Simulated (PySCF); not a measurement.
Molecular orbitals of InN

PBE at R = 2.243 Å; PySCF, scalar-relativistic core potentials, basis sets In aug-cc-pVDZ-PP with ECP28, N aug-cc-pVDZ. State: ³Σ⁻ (triplet), unpaired electrons π ↑↑. Only the outer orbitals are listed, counted within each symmetry, core potentials removing the inner ones.

```tsv
spin	orbital	occ.	ε (eV)	on In (%)	main shells (%)
α	6σ	1	-8.58	77	76 In s, 20 N p
α	3π	1	-6.68	5	95 N p
α	3π	1	-6.68	5	95 N p
α	7σ	1	-5.21	39	59 N p, 20 In p, 17 In s
α	4π	0	-2.36	98	98 In p
α	4π	0	-2.36	98	98 In p
α	8σ	0	-0.60	109	99 In p
β	5σ	1	-15.01	9	90 N s
β	6σ	1	-8.25	83	82 In s, 12 N p
β	7σ	1	-4.53	37	60 N p, 27 In p, 10 In s
β	3π	0	-3.85	33	67 N p, 32 In p
β	3π	0	-3.85	33	67 N p, 32 In p
β	4π	0	-1.80	73	69 In p, 28 N p
```

Q: Which are the highest filled and the lowest empty level, where do they sit, and how wide is the gap?

A: Highest filled β 7σ at -4.53 eV (in %: 60 N p, 27 In p, 10 In s); lowest empty β 3π at -3.85 eV (in %: 67 N p, 32 In p); the gap at PBE is 0.68 eV.

```
bond order (Mayer)                              : 0.82
⟨S²⟩                                            : 2.009
charge on In (Mulliken, basis-dependent)        : 0.51
charge on In (Löwdin, basis-dependent)          : 0.55
dipole moment (positive dipole means In(−)N(+)) : -2.50 D
polarisability along the bond                   : 77.5 bohr³
polarisability across the bond                  : 61.1 bohr³
```

Shares are Mulliken populations and can fall outside 0 to 100 %.

Spin–orbit coupling is left out. The state was picked by a PBE0 search and need not be the measured ground state.
